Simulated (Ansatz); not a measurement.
`F[SiH](Cl)[GeH2][Cl]`. Total charge 0; spin multiplicity 1.

```xyz
8

F    -0.229   -0.248   -2.241
Si    0.637   -0.448   -0.920
Cl    0.724   -2.436   -0.486
Ge   -0.435    0.689    0.885
Cl   -2.317   -0.317    1.200
H     2.011    0.026   -1.205
H    -0.755    2.158    0.574
H     0.363    0.577    2.193
```

Question: List the harmonic frequencies (cm⁻¹, unscaled) at PBE0-D4/def2-TZVP in Ansatz. (Best estimate.)

Answer: Ansatz gave: 25, 68, 113, 194, 269, 355, 417, 425, 572, 635, 727, 777, 808, 857, 908, 2155, 2166, 2247.

Question: Is this a minimum?

Answer: Yes, all 18 modes are real.

Question: Give the ideal-gas thermochemistry at 298.15 K and 1 bar (rigid rotor, harmonic oscillator; point group C1, symmetry number 1).

Answer: Zero-point energy 82.0 kJ/mol; H(298) − E = 105.2 kJ/mol; entropy 391.7 J/(mol·K), of which translation 174.5, rotation 124.1, vibration 93.1; G(298) − E = -11.5 kJ/mol. Modes under 100 cm⁻¹ are hindered rotations or soft bends, so the harmonic entropy is rough.

Question: And at 400, 500, 600, 800 and 1000 K?

Answer: 
| T (K) | H − E (kJ/mol) | S (J/mol/K) | G − E (kJ/mol) |
| --- | --- | --- | --- |
| 400 | 117.6 | 427.2 | -53.3 |
| 500 | 130.9 | 456.9 | -97.5 |
| 600 | 145.1 | 482.7 | -144.5 |
| 800 | 175.4 | 526.2 | -245.6 |
| 1000 | 207.4 | 561.9 | -354.5 |
